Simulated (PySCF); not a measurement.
Zn(F)(SH) (FHSZn), SMILES [F][Zn][SH]. Coordinates come from a TPSSh-D3(BJ)/def2-TZVP optimisation. One conformer was computed; it need not be the lowest.

These are TPSSh-D3(BJ)/def2-TZVP (PySCF) values and carry that method's errors.

Harmonic wavenumbers (cm⁻¹): 127, 134, 387, 664, 679, 2674. Rotational constants (GHz): 286.9, 2.548, 2.525; symmetry number 1.

Problem. Work out the zero-point energy and the ideal-gas rigid-rotor harmonic-oscillator thermochemistry at 298.15 K and 1 atm.

Solution. ZPE = ½ Σ hcν = ½ × 4666 cm⁻¹ = 6.67 kcal/mol. H − E(el) = 10.25 kcal/mol. Entropy in cal/(mol K): translation 40.20, rotation 22.68, vibration 7.56, total 70.44. G − E(el) = -10.75 kcal/mol. Cp = 15.06 cal/(mol K). Modes under 150 cm⁻¹ make the vibrational entropy uncertain.
